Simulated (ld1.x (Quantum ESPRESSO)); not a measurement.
Tm (Z = 69): PAW pseudisation with PBE, scalar-relativistic reference atom.

```
Element                 : Tm
Generator               : ld1.x (Quantum ESPRESSO) 7.5
Type                    : PAW
Functional              : PBE
Relativity              : scalar-relativistic
Frozen core             : [Kr] 4d10
Valence charge          : 23
Reference configuration : 4f13 5s2 5p6 5d1 6s1 6p0
Partial waves           : 5s (bound): rcut 1.60, rcutus 1.80 bohr; 6s (bound): rcut 1.60, rcutus 1.80 bohr; 5p (bound): rcut 2.40, rcutus 2.80 bohr; 6p (bound, empty): rcut 2.40, rcutus 2.80 bohr; 5d (bound): rcut 3.00, rcutus 4.10 bohr; 5d channel at 0.55 Ry: rcut 3.00, rcutus 4.10 bohr; 4f (bound): rcut 1.05, rcutus 1.25 bohr; 4f channel at 0.15 Ry: rcut 1.05, rcutus 1.25 bohr
Local potential         : all-electron potential smoothed inside 1.65 bohr (lloc = -2)
Core correction         : Bessel-smoothed model core inside 0.54 bohr
Augmentation charge     : PSQ, radius 0.85 bohr
```

(1) Is the overlap operator S = 1 + Σ q|β⟩⟨β| positive definite (Bessel basis up to 400 Ry)?

## Answers

(1) No: its lowest eigenvalue is -101.645, in the d channel, so the generalised eigenproblem breaks down once the basis is large enough.

Test run stopped at test 1 of 7 (negative rho).

The ghost test of this file was not conclusive. Its overlap operator is not positive definite in a basis up to 400 Ry (lowest eigenvalue p -0.57, d -101.65), so the file is unfit for use: the generalised eigenproblem breaks down once the basis is large enough, and its test numbers describe a broken file.
